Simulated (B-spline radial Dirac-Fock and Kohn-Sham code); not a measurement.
These are calculated numbers from a radial finite-basis atomic code; the model is ΔSCF Dirac-Fock with Breit, self-energy and vacuum polarisation, finite nucleus, configuration average. Free neutral atoms.

**Question.** Order these X-ray lines by photon energy, lowest first.
A. Sb Mζ1
B. Sc Lγ5
C. Cr Lβ6
D. Sc Lβ3
E. Ru Mζ1
F. In Mζ2

**Answer.** E (234.3 eV), F (362.2 eV), B (409.5 eV), A (421.1 eV), D (471.2 eV), C (575.8 eV).
